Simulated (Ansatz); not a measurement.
Calculated with Ansatz (gas phase, PBE0-D4/def2-TZVP geometries, no zero-point term in ΔE). CCSD(T)/CBS is the MP2 limit (def2-TZVPP, def2-QZVPP) plus CCSD(T) − MP2 in def2-TZVPP, frozen cores. This one scheme is used for every species. Functionals use def2-TZVPP. B3LYP here is the variant with VWN-RPA as its local correlation; programs differ in this. HSE06 is defined as in plane-wave codes. Elements past krypton have def2 core potentials. For Ta outer-core shells are correlated without core-valence functions, which leaves a few kJ/mol of doubt a bond. One conformer a species, not always the lowest.

Consider the ligand exchange at a Ta–N bond: `[NH]=[Ta]([NH2])([Cl])[Cl]` + HCl → `[NH]=[Ta]([Cl])([Cl])[Cl]` + NH₃.

| level | ΔE (kcal/mol) |
| --- | --- |
| BLYP-D4 | -12.9 |
| B3LYP-D4 | -13.2 |
| HSE06-D4 | -13.7 |
| BHLYP-D4 | -13.8 |
| PBE-QIDH | -14.1 |
| PBE0 | -13.7 |
| LC-ωPBE | -12.2 |
| CCSD/def2-SVP | -10.7 |

(1) What does CCSD(T)/CBS give? (Estimate.)

(2) What do rigid-rotor, harmonic-oscillator terms from PBE0-D4/def2-TZVP frequencies (298.15 K, 1 bar) make of the CCSD(T)/CBS value? (Estimate.)

Largest T1 diagnostic among the species: 0.018.

## Answers

(1) The calculation gave: -13.0 kcal/mol. The listed levels differ from it by 0.1, -0.2, -0.7, -0.8, -1.1, -0.7, 0.8, 2.3 kcal/mol.

(2) The calculation gave: ΔZPE = +2.1 kcal/mol, ΔH = -10.9 kcal/mol, ΔS = -1 J/(mol·K), ΔG = -10.7 kcal/mol.

Leaving LDA and LC-ωPBE aside and taking each functional with its dispersion term where it has one, the values, not all of them listed here, spread over 2.7 kcal/mol, from B97M-V to CAM-B3LYP-D4. LDA lies +1.6 kcal/mol from PBE without D4. At CCSD(T), def2-SVP lies +2.2 kcal/mol from the extrapolated value and def2-TZVPP +0.5 kcal/mol.
